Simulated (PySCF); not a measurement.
**Te⁺ (tellurium, charge +1) across methods**

[Kr] 4d10 5s1 5p4, high-spin 4P determinant (an excited configuration). Computed with PySCF 2.14 in x2c-QZVPPall, with scalar relativity by spin-free X2C-1e. The B2PLYP total includes its PT2 part (frozen core); its orbital energies are those of the SCF part.

```
 method  E (hartree)  mean ε 5s α (eV)  mean ε 5p α (eV)  mean ε 5p β (eV)  Σ⟨r²⟩ (bohr²)   ⟨S²⟩
   PBE0     -6792.76           -27.281           -16.466           -13.901          50.67  3.755
 r2SCAN     -6793.13           -26.027           -15.658           -13.163          50.65  3.759
    LDA     -6786.77           -25.293           -15.250           -13.328          50.59  3.753
  TPSSh     -6792.84           -26.147           -15.788           -13.424          50.68  3.755
 B2PLYP     -6792.42           -29.270           -17.494           -14.407          51.03  3.757
r2SCANh     -6793.12           -26.794           -16.121           -13.458          50.66  3.759
    PBE     -6792.68           -25.120           -15.164           -13.141          50.70  3.754
    UHF  -6790.31947           -32.941           -19.680           -14.918          51.50  3.766
```
